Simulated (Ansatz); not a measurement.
Si4Cl2. The state is a singlet with charge 0. Geometry B3LYP-D4/def2-SVP.

```tsv
atom	x (Å)	y (Å)	z (Å)
Si1	1.025	0.531	-0.639
Si2	-1.023	-0.534	0.641
Si3	0.985	0.406	1.732
Si4	-0.988	-0.403	-1.729
Cl5	0.042	2.375	0.647
Cl6	-0.041	-2.375	-0.651
```

B3LYP takes the VWN-RPA correlation. The restricted singlet is unstable towards broken spin symmetry in Hartree–Fock (as tested in another run); at HF/STO-3G, PBE-D4/def2-TZVP, B3LYP-D4/def2-TZVP, PBE0-D4/def2-SVP and others this wasn't settled. The structure comes from a short search, and lower isomers may exist.

(1) Estimate the orbital energies around the gap (eV) in Ansatz with HF/STO-3G, PBE-D4/def2-TZVP, B3LYP-D4/def2-TZVP, PBE0-D4/def2-SVP, PBE0-D4/def2-TZVP.

Answers

(1) 
| orbital | HF/STO-3G | PBE-D4/def2-TZVP | B3LYP-D4/def2-TZVP | PBE0-D4/def2-SVP | PBE0-D4/def2-TZVP |
| --- | --- | --- | --- | --- | --- |
| HOMO−13 | -26.31 | -20.73 | -22.64 | -23.35 | -23.25 |
| HOMO−12 | -19.56 | -14.70 | -16.17 | -16.89 | -16.65 |
| HOMO−11 | -16.26 | -12.55 | -13.81 | -14.41 | -14.24 |
| HOMO−10 | -14.31 | -11.31 | -12.49 | -13.01 | -12.87 |
| HOMO−9 | -12.26 | -10.09 | -11.15 | -11.63 | -11.52 |
| HOMO−8 | -10.63 | -9.41 | -10.37 | -10.85 | -10.77 |
| HOMO−7 | -10.62 | -9.31 | -10.28 | -10.76 | -10.66 |
| HOMO−6 | -9.58 | -8.53 | -9.46 | -9.86 | -9.78 |
| HOMO−5 | -9.54 | -8.45 | -9.37 | -9.78 | -9.70 |
| HOMO−4 | -9.17 | -7.89 | -8.85 | -9.19 | -9.16 |
| HOMO−3 | -8.55 | -7.43 | -8.30 | -8.58 | -8.53 |
| HOMO−2 | -5.91 | -6.24 | -6.89 | -7.29 | -7.14 |
| HOMO−1 | -5.59 | -5.92 | -6.59 | -6.93 | -6.82 |
| HOMO | -5.18 | -5.59 | -6.30 | -6.61 | -6.52 |
| LUMO | 3.97 | -3.61 | -3.06 | -3.06 | -2.98 |
| LUMO+1 | 5.81 | -3.20 | -2.60 | -2.54 | -2.50 |
| LUMO+2 | 6.26 | -2.83 | -2.12 | -2.05 | -2.04 |
| LUMO+3 | 7.53 | -2.22 | -1.50 | -1.39 | -1.39 |
| LUMO+4 | 7.94 | -1.64 | -0.93 | -0.73 | -0.80 |
| LUMO+5 | 9.41 | -1.21 | -0.65 | -0.18 | -0.48 |
